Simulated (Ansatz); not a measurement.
Wavefunction ladder for C6H5Cl3Ti, SMILES `[Cl][Ti]([Cl])([Cl])[c]1ccccc1`

```xyz
15

Cl    2.177   -2.955   -1.092
Ti    2.200   -1.251    0.270
Cl    2.181   -1.867    2.358
Cl    3.823    0.140   -0.164
C     0.472   -0.250   -0.002
C     0.403    1.122    0.256
C    -0.805    1.793    0.151
C    -1.953    1.102   -0.211
C    -1.897   -0.261   -0.468
C    -0.692   -0.937   -0.364
H     1.293    1.675    0.537
H    -0.851    2.858    0.349
H    -2.896    1.629   -0.296
H    -2.795   -0.798   -0.752
H    -0.662   -2.001   -0.571
```

The species carries charge 0 and has multiplicity 1. Correlated methods include outer-core shells of Ti, which these sets cover unevenly. Scalar relativity is left out up to krypton. All single points use the PBE0-D4/def2-TZVP geometry. It is one conformer, not always the lowest. Frozen core, restricted reference, the Gaussian-basis code of Ansatz.

```
     basis      HF (Eh)  MP2 corr.
  def2-SVP  -2456.48927   -1.49215
def2-TZVPP  -2457.33657   -1.94611
def2-QZVPP  -2457.39903   -2.09905
```

Estimate the CCSD correlation energy and the (T) correction in each basis where they were run (hartree).


```
     basis  CCSD corr.       (T)
  def2-SVP    -1.54050  -0.07650
def2-TZVPP    -1.98800  -0.11740
```
